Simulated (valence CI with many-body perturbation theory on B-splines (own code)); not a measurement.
Ce XLVI: what each term of the Hamiltonian does

Computed by valence CI with perturbative core correlation (CI+MBPT): three valence electrons over a frozen Dirac-Fock core [Ne], a basis of 11 s, 11 p, 9 d, 7 f, 5 g, 2 h, 1 i functions for each j, with the one-electron correlation potential Σ1, the two-electron term Σ2, the three-electron term Σ3, Breit, model QED; selected CI, second order for the rest (own B-spline code, finite nucleus).

The last digits are not significant, and no measured levels were compared; by estimate large intervals hold to a few tenths of a per cent, small ones and those within an open d or f shell to about a per cent.

Each rung adds one term. CI alone is the Dirac-Coulomb CI over the frozen core; QED comes last and gives the full result, which names the levels. Energies are above (3s^2 3p1/2) J=1/2 on the same rung, in eV.

Levels are named by their leading jj configuration (3d3/2^4 stands for four electrons in 3d with j = 3/2), which in mixed levels can hold well under half, so a name can repeat and another be missing. Letters in brackets count levels of one name in rising energy.

```
                     Level  CI alone    + Σ1    + Σ2    + Σ3  + Breit    Full
        (3s 3p1/2^2) J=1/2    114.02  113.78  113.79  113.80   115.45  113.57
        (3s^2 3p3/2) J=3/2    116.61  116.71  116.77  116.77   115.17  115.34
(3s 3p1/2 3p3/2) J=3/2 [a]    210.33  210.20  210.44  210.47   210.54  208.85
    (3s 3p1/2 3p3/2) J=5/2    223.33  223.20  223.33  223.36   223.04  221.38
(3s 3p1/2 3p3/2) J=3/2 [b]    240.12  239.99  239.94  239.96   239.59  238.11
    (3s 3p1/2 3p3/2) J=1/2    248.39  248.25  247.82  247.82   247.95  246.22
        (3s^2 3d3/2) J=3/2    288.57  288.46  287.91  287.87   285.98  285.62
        (3s^2 3d5/2) J=5/2    306.17  306.15  306.00  305.99   303.10  302.83
        (3s 3p3/2^2) J=5/2    342.08  342.04  341.93  341.92   340.07  338.76
     (3p1/2^2 3p3/2) J=3/2    355.17  354.81  354.63  354.67   355.83  352.62
        (3s 3p3/2^2) J=1/2    365.20  365.16  365.00  365.00   363.59  362.06
(3s 3p1/2 3d3/2) J=3/2 [a]    369.48  369.13  369.12  369.12   368.75  366.63
        (3s 3p3/2^2) J=3/2    370.86  370.82  370.36  370.36   368.75  367.23
    (3s 3p1/2 3d3/2) J=5/2    378.75  378.41  378.36  378.37   377.55  375.58
    (3s 3p1/2 3d3/2) J=1/2    397.87  397.53  397.09  397.07   396.60  394.64
(3s 3p1/2 3d3/2) J=3/2 [b]    400.06  399.73  399.30  399.27   398.66  396.65
(3s 3p1/2 3d5/2) J=5/2 [a]    406.77  406.52  406.35  406.33   404.91  403.00
    (3s 3p1/2 3d5/2) J=7/2    414.88  414.63  414.45  414.44   412.59  410.70
(3s 3p1/2 3d5/2) J=5/2 [b]    423.02  422.77  422.53  422.49   420.97  419.00
    (3s 3p1/2 3d5/2) J=3/2    425.90  425.63  425.24  425.22   424.30  422.06
     (3p1/2 3p3/2^2) J=5/2    469.48  469.22  469.10  469.13   468.33  465.41
     (3p1/2 3p3/2^2) J=3/2    474.21  473.93  473.42  473.41   473.26  470.08
     (3p1/2 3p3/2^2) J=1/2    482.10  481.83  481.62  481.65   481.43  478.28
(3s 3p3/2 3d3/2) J=3/2 [a]    497.46  497.22  497.02  497.00   494.89  493.10
(3s 3p3/2 3d3/2) J=5/2 [a]    498.50  498.26  497.99  497.98   495.80  493.88
(3s 3p3/2 3d3/2) J=1/2 [a]    498.23  497.99  497.84  497.81   495.86  494.07
    (3s 3p3/2 3d3/2) J=7/2    501.39  501.16  501.00  500.99   498.31  496.54
    (3s 3p3/2 3d5/2) J=9/2    509.03  508.88  509.04  509.04   505.65  503.95
     (3p1/2^2 3d3/2) J=3/2    511.11  510.53  510.08  510.07   511.24  507.40
(3s 3p3/2 3d3/2) J=3/2 [b]    518.68  518.47  518.05  518.02   515.54  513.78
(3s 3p3/2 3d5/2) J=5/2 [a]    526.73  526.57  526.31  526.29   523.25  521.48
```

**Question.** How does the ionisation energy move along the ladder, and which term matters most?

**Answer.** CI alone 3676.8, + Σ1 3677.9, + Σ2 3677.7, + Σ3 3677.7, + Breit 3673.6, + QED 3673.7 eV. The largest step is Breit, -4.0 eV. NIST lists 3672 ± 4 eV (theoretical).
